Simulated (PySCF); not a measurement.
Coordinates in bohr (charge 0 multiplicity 2):
```
Sb    0.0000    0.0000   -0.5757
F     2.6533    0.0000    1.8548
F    -2.6533    0.0000    1.8548
```

These are results of UPBE0/[Sb def2-TZVP with ECP28, F def2-TZVP], scalar-relativistic core potentials, density fitting, no spin–orbit coupling, PySCF, not measurements.

This geometry of SbF2 is a stationary point at this level.

What is the point group?

C2v.

Is it a minimum?

Yes: all harmonic wavenumbers are real.

Which band is strongest in the infrared?

622 cm⁻¹ (b2), 111 km/mol.

Give the atomic charges and bond orders.


```csv
atom,Mulliken,Löwdin,polar tensor,spin (Mulliken),Mayer order to Sb1
Sb1,0.89,0.57,1.21,0.95,–
"F2,3",-0.44,-0.29,-0.61,0.03,0.87
```

Other isomers or separated fragments may lie lower. No spin–orbit coupling is included, which matters more the heavier the element.
